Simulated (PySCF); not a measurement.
**From a computed spectrum to the compound**

A species of 3 atoms with charge -1 has these harmonic modes (PBE0, small Gaussian bases with core potentials, PySCF 2.14.0):

| cm⁻¹ | km/mol | symmetry |
| --- | --- | --- |
| 186 | 17.2 | a' |
| 448 | 93.7 | a' |
| 701 | 76.0 | a' |

(1) Which species is it, and in which structure?

Results:

(1) [PbOF]− (singlet):
```xyz
3

Pb    0.0317    0.0000   -0.1874
O     1.5529    0.0000    1.0728
F    -1.6546    0.0000    1.1482
```
Ideal gas at 298.15 K and 1 bar: S = 295.6 J/(mol K), Cp = 50.2 J/(mol K), H − H(0 K) = 12.4 kJ/mol (rigid rotor, harmonic modes, spin degeneracy alone). 
 This is one of several that fit.
